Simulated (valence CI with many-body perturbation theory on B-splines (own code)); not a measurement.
Hyperfine factors and g values of Re61+

Computed by valence CI with perturbative core correlation (CI+MBPT): four valence electrons over a frozen Dirac-Fock core [Ne], a basis of 11 s, 11 p, 10 d, 8 f, 5 g, 2 h functions for each j, with the one-electron correlation potential Σ1 (screened to all orders), the two-electron term Σ2, the three-electron term Σ3, Breit, model QED; selected single and double excitations, second order for the rest, scaled by the run's own slope (own B-spline code, finite nucleus).

The last digits are not significant, and no measured levels were compared; by estimate large intervals hold to a few tenths of a per cent, small ones and those within an open d or f shell to about a per cent. Among the levels kept, up to 590 cm⁻¹ of a level comes from second order outside the variational space, and about a tenth of that is noise between levels of different J, which matters for small intervals.

A/g_I is the dipole constant over the nuclear g factor μ/I (μ in nuclear magnetons, uniformly magnetised nucleus), B/Q the quadrupole constant per barn. Both hold the static response of the core; the bare values leave it out. Large factors of s and p1/2 electrons are usually good to 5 to 10 %; those of open d and f shells near neutrality can be off by tens of per cent, and small factors of p3/2, d and f electrons come from cancelling terms and can be off by a factor of two or in sign, in half-filled shells by more. B is blank for J = 1/2, where it vanishes, and for nearly pure S terms. Energies count from the lowest level. Levels with J = 0 are left out.

Levels are named by their leading jj configuration (3d3/2^4 stands for four electrons in 3d with j = 3/2), which in mixed levels can hold well under half, so a name can repeat and another be missing. Letters in brackets count levels of one name in rising energy.

| Level | E (eV) | g | A/g_I (MHz) | A/g_I bare | B/Q (MHz/b) | B/Q bare |
| --- | --- | --- | --- | --- | --- | --- |
| (3s^2 3p1/2 3p3/2) J=1 | 371.5 | 1.488 | -223000 | -215000 | 227000 | 224000 |
| (3s^2 3p1/2 3p3/2) J=2 | 380.9 | 1.161 | 674000 | 664000 | 421000 | 416000 |
| (3s 3p1/2^2 3p3/2) J=2 | 543.9 | 1.520 | 1650000 | 1620000 | 423000 | 418000 |
| (3s 3p1/2^2 3p3/2) J=1 | 571.9 | 1.046 | -1080000 | -1050000 | 235000 | 232000 |
| (3s^2 3p1/2 3d3/2) J=2 | 595.4 | 0.752 | 599000 | 593000 | 91400 | 93500 |
| (3s^2 3p1/2 3d3/2) J=1 | 640.2 | 0.880 | -516000 | -499000 | 72600 | 73000 |
| (3s^2 3p1/2 3d5/2) J=2 | 701.8 | 1.284 | -232000 | -224000 | 65400 | 67300 |
| (3s^2 3p1/2 3d5/2) J=3 | 703.0 | 1.103 | 379000 | 375000 | 70300 | 72800 |
| (3s^2 3p3/2^2) J=2 | 759.6 | 1.310 | 237000 | 236000 | 31300 | 30900 |
| (3s 3p1/2^2 3d3/2) J=1 | 772.2 | 0.442 | -1360000 | -1330000 | 38100 | 39200 |
| (3s 3p1/2^2 3d3/2) J=2 | 779.8 | 1.125 | 1570000 | 1540000 | 73400 | 75500 |
| (3s 3p1/2^2 3d5/2) J=3 | 873.5 | 1.343 | 1040000 | 1030000 | 69900 | 72400 |
| (3s 3p1/2^2 3d5/2) J=2 | 887.7 | 1.025 | -920000 | -896000 | 51800 | 54100 |
| (3s 3p1/2 3p3/2^2) J=2 [a] | 906.4 | 1.527 | 1060000 | 1050000 | 92200 | 90900 |
| (3s 3p1/2 3p3/2^2) J=3 | 925.3 | 1.310 | 1440000 | 1410000 | 21600 | 21400 |
| (3s 3p1/2 3p3/2^2) J=2 [b] | 951.9 | 1.082 | 157000 | 159000 | -24100 | -23600 |
| (3s 3p1/2 3p3/2^2) J=1 [a] | 952.2 | 1.269 | 1200000 | 1180000 | -315000 | -311000 |
| (3s 3p1/2 3p3/2^2) J=1 [b] | 963.8 | 1.339 | 998000 | 983000 | 239000 | 236000 |
| (3s^2 3p3/2 3d3/2) J=3 | 1004.8 | 1.081 | 213000 | 213000 | 493000 | 489000 |
| (3s^2 3p3/2 3d3/2) J=2 | 1009.4 | 1.058 | 31800 | 36100 | -33800 | -33400 |
| (3s^2 3p3/2 3d3/2) J=1 | 1009.9 | 1.116 | 269000 | 268000 | -220000 | -219000 |
| (3s^2 3p3/2 3d5/2) J=4 | 1066.7 | 1.237 | 115000 | 117000 | 553000 | 550000 |
| (3s^2 3p3/2 3d5/2) J=2 | 1076.7 | 1.227 | 83500 | 86100 | -292000 | -288000 |
| (3s^2 3p3/2 3d5/2) J=3 | 1099.9 | 1.200 | 131000 | 132000 | -8640 | -6190 |
| (3s^2 3p3/2 3d5/2) J=1 | 1110.3 | 1.072 | -30400 | -25800 | 74100 | 74200 |
| (3s 3p1/2 3p3/2 3d3/2) J=2 [a] | 1114.1 | 1.168 | 415000 | 412000 | -3810 | -3650 |
| (3s 3p1/2 3p3/2 3d3/2) J=1 [a] | 1124.0 | 1.131 | 612000 | 605000 | -208000 | -206000 |
| (3s 3p1/2 3p3/2 3d3/2) J=3 [a] | 1129.6 | 1.129 | 937000 | 922000 | 139000 | 138000 |
| (3s 3p1/2 3p3/2 3d3/2) J=2 [b] | 1134.4 | 1.186 | 528000 | 523000 | -47900 | -47800 |
| (3s 3p1/2 3p3/2 3d3/2) J=4 | 1147.1 | 1.156 | 1120000 | 1100000 | 422000 | 420000 |
| (3s 3p1/2 3p3/2 3d3/2) J=2 [c] | 1161.2 | 0.909 | 676000 | 666000 | -148000 | -146000 |
| (3s 3p1/2 3p3/2 3d3/2) J=3 [b] | 1167.9 | 1.265 | 980000 | 966000 | 389000 | 385000 |
| (3s 3p1/2 3p3/2 3d3/2) J=1 [b] | 1172.5 | 1.696 | 2360000 | 2310000 | 149000 | 148000 |
| (3s 3p1/2 3p3/2 3d3/2) J=2 [d] | 1174.7 | 1.373 | 1080000 | 1060000 | 129000 | 126000 |

Problem. Take the isotope of mass number 185, with I = 5/2, μ = 3.176 μN and Q = 2.07 b. What is the hyperfine structure of (3s^2 3p1/2 3d5/2) J=2?

Solution. From the table A = -295000 MHz, B = 135000 MHz. Shifts from the centre of gravity in MHz: F = 1/2: 2160000, F = 3/2: 1660000, F = 5/2: 851000, F = 7/2: -205000, F = 9/2: -1440000.
